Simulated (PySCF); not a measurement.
Level of theory: PBE-D3(BJ)/def2-TZVP run with PySCF 2.14.0. All species are isolated molecules in the gas phase. One relaxed conformer stands for a flexible species; it need not be the lowest. Excitations are Tamm–Dancoff values on a coarser integration grid. The basis has no diffuse functions, so Rydberg states are missing or too high.

Reference species (SMILES): `[OH][Ge]([OH])([OH])[OH]` (neutral, multiplicity 1).

```json
{
  "HOMO–LUMO gap": "5.92 eV",
  "S1–T1 gap (TDA)": "0.33 eV"
}
```

Changed species: `[Cl][Ge]([OH])([OH])[OH]` (3 of 4 Cl replaced by OH; the reference has 4 of 4 Cl replaced by OH).

Problem. Predict the effect on the HOMO–LUMO gap and S1–T1 gap (TDA).

Solution. the HOMO–LUMO gap drops by 0.14 eV, to 5.78 eV; the S1–T1 gap (TDA) rises by 0.04 eV, to 0.37 eV.
